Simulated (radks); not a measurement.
Effect of the nuclear size on neutral tungsten, [Xe] 4f14 5d4 6s2. All-electron calculation, Dirac Kohn-Sham, exchange-only LDA, spin-unpolarised, spherical densities, finite nucleus; open shells fill j = l - 1/2 first; Fermi nuclear charge, rms radius 5.3658 fm. Program: a radial shooting solver on a logarithmic mesh with Libxc functionals. The rms radius is varied about that value; shifts are against it.

\begin{tabular}{lrrrrrrrrr}
rms radius (fm) & total energy shift (eV) & density at nucleus (e/bohr^3) & 1s1/2 shift (meV) & 2s1/2 shift (meV) & 5s1/2 shift (meV) & 5p1/2 shift (meV) & 6s1/2 shift (meV) & 5d3/2 shift (meV) & 6p1/2 (empty) shift (meV) \\ \hline
4.459 & -18.4 & 1.513e+06 & -7460 & -1050 & -9.57 & 0.578 & -0.616 & 0.599 & 0.196 \\
5.1887 & -3.77 & 1.435e+06 & -1530 & -215 & -1.96 & 0.118 & -0.126 & 0.123 & 0.040 \\
5.3658 & 0 & 1.419e+06 & 0.000 & 0.000 & 0.000 & 0.000 & 0.000 & 0.000 & 0.000 \\
5.6877 & 7.07 & 1.39e+06 & 2860 & 403 & 3.67 & -0.221 & 0.236 & -0.230 & -0.075 \\
6.1653 & 18.0 & 1.352e+06 & 7310 & 1030 & 9.38 & -0.565 & 0.603 & -0.587 & -0.192 \\
\end{tabular}

Slopes of the eigenvalues against <r^2> in GHz/fm^2, as finite differences over the two radii next to the reference (eigenvalue slopes, not the field-shift constants of lines): 1s1/2 196000, 2s1/2 27600, 5s1/2 251, 5p1/2 -15.1, 6s1/2 16.1, 5d3/2 -15.7, 6p1/2 (empty) -5.14.
